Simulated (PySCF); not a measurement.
Compound: C3H10NSi2 (doublet state).
Numbering: `[NH2:1][Si@@H:2]1[CH2:3][CH2:4][CH:5][SiH2:6]1` (hydrogens: H7, H8 on N1; H9 on Si2; H10, H11 on C3; H12, H13 on C4; H14 on C5; H15, H16 on Si6)

Structure used (GFN2-xTB), in Å, numbered top down from 1:
```
atom  x, y, z in Å
N1     2.334    0.017   -0.634
Si2    1.158    0.064    0.637
C3    -0.093   -1.348    0.308
C4    -1.235   -0.846   -0.577
C5    -1.658    0.549   -0.285
Si6   -0.526    1.657    0.666
H7     2.013   -0.037   -1.588
H8     3.115    0.650   -0.582
H9     1.960   -0.203    1.837
H10   -0.504   -1.657    1.270
H11    0.362   -2.231   -0.139
H12   -0.925   -0.907   -1.632
H13   -2.102   -1.517   -0.495
H14   -2.520    0.895   -0.837
H15   -1.023    1.951    2.024
H16   -0.362    2.971    0.016
```

The hyperfine couplings belong to this conformer and change with its torsions.

Computed, not measured: UKS B3LYP, pcH-1 on C H N Si, non-relativistic, mean-field spin-orbit, GIAO (PySCF). The structure is a single GFN2-xTB conformer in the gas phase; no vibrational or solvent corrections. The geometry wasn't refined by DFT: couplings that depend on bond lengths, twists or pyramidal angles can differ widely from those at the functional's own minimum. No stability test was run, so a lower SCF solution isn't excluded.

Q: The isotropic 13C couplings are +87.4, -29.8, +4.5 MHz. Assign them to C3; C4; C5.

A: 
```tsv
site	a_iso (MHz)	ρ(0) (bohr⁻³)	position	distance from C5 (Å)	spin population	largest |T| (MHz)
C3	+4.5	+0.0040	2 bonds from C5	2.53	0.00	1.8
C4	-29.8	-0.0265	1 bond from C5	1.49	-0.08	2.9
C5	+87.4	+0.0778	largest spin population	0.00	+0.98	145.6
```

ρ(0) is the spin density at the nucleus and T the dipolar tensor; a_iso includes a spin–orbit part; entries for several nuclei are means. The Mulliken spin populations are largest on C5 (+0.98) and C4 (-0.08). No atom but C5 exceeds +0.15. The positive populations add up to 1.17 and the negative ones to -0.17, together 2S = 1. The angles at C5 add up to 358.6°, so it is planar; its axial dipolar tensor and the negative coupling of its proton fit spin in a p orbital normal to that plane.

The spin density at the nucleus, in bohr⁻³, is negative for Si6 (-0.0529), C4 (-0.0265) and H14 (-0.0121), for instance. A restricted open-shell determinant has no negative spin density anywhere; here it arises because α and β orbitals differ (spin polarisation).

Nuclei that the bonding pattern makes equivalent are averaged, as if the motion that swaps them (rotation, inversion, ring flip) were fast.

The run took 65 s (with the writing of density and orbital grids) on one thread, Arm Neoverse V2 (aarch64), on a shared host, and the process peaked at 0.97 GiB of memory.
